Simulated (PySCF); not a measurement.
## Finite-field polarisability of N (nitrogen, neutral)

[He] 2s2 2p3, high-spin 4S determinant. Computed with PySCF 2.14 in dyall-av3z, with the spin-free X2C one-electron Hamiltonian (Gaussian nucleus). Frozen: 1s2. Energy changes in a uniform field (μhartree):

```
axis  F (au)        HF       MP2      CCSD   CCSD(T)
   x  0.0053   -99.897   -99.972  -100.590  -101.269
   x  0.0106  -399.753  -400.112  -402.584  -405.306
```

(1) Derive α along x at CCSD(T) from the two fields.

(2) And the mean polarisability at each level?

## Answers

(1) With ΔE = −αF²/2 − γF⁴/24, α = −(16 ΔE(F) − ΔE(2F))/(6F²) = 7.209 bohr³.

(2) HF 7.112, MP2 7.117, CCSD 7.161, CCSD(T) 7.209 bohr³. Reference: 7.4 ± 0.2 bohr³ (recommended; Schwerdtfeger and Nagle, table of static dipole polarizabilities (2023 update)).
